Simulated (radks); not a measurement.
Question: The mean radii <r> (bohr) of the occupied orbitals of an atom or ion are listed with their occupations. Method: scalar-relativistic Kohn-Sham, BLYP, spin-polarised, spherical densities, point nucleus; computed with a radial shooting solver on a logarithmic mesh with Libxc functionals.

orbital  occ.      <r>
1s up       1  0.01631
1s down     1  0.01631
2s up       1  0.06873
2s down     1  0.06873
2p up       3  0.06234
2p down     3  0.06234
3s up       1   0.1775
3s down     1   0.1775
3p up       3   0.1793
3p down     3   0.1793
3d up       5   0.1624
3d down     5   0.1624
4s up       1   0.3916
4s down     1   0.3916
4p up       3   0.4176
4p down     3   0.4176
4d up       5   0.4398
4d down     5   0.4398
5s up       1   0.8765
5s down     1   0.8765
4f up       7   0.4677
4f down     7   0.4677
5p up       3    1.007
5p down     3    1.007
5d up       5    1.395
5d down     5    1.390
6s up       1    2.490
6s down     1    2.480
6p up       1    3.817

Name the element and its charge. Open shells, if any, are filled with parallel spins first.

Answer: Z = 81, thallium, charge 0: Tl in [Hg] 6p1. The 1s radius gives Z: for a bare nucleus <r> = (2 gamma + 1)/(2Z) with gamma = sqrt(1 - (Z/c)^2), 0.01613 bohr for Z = 81, and screening makes it slightly larger (0.01631 here). The occupations add up to 81, and the charge is Z minus that.
